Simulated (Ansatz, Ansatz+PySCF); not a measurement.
```xyz
3

C     0.0000    0.0000   -1.1827
N     0.0000    0.0000    0.0000
C     0.0000    0.0000    1.1827
```

Basis set: def2-SVP (spherical functions). Frozen core: 3 orbitals. Correlation on ROHF uses semicanonical orbitals with singles. Charge 0, multiplicity 2.

Computed with Ansatz (development build ahead of 0.2.0); each method stands on the lowest determinant of its kind that the runs found.

The atomization energy at this shape (free ground-state atoms in the same class of orbitals less the molecule, no zero-point energy) of doublet C2N:

```
      method  atomization energy
ROHF-CCSD(T)            11.62 eV
     UHF-MP2            11.80 eV
        ROHF             7.57 eV
         UHF             7.68 eV
```

Q: What does ROHF-MP2 give?

A: 12.10 eV. Caution: the shape is not the minimum.
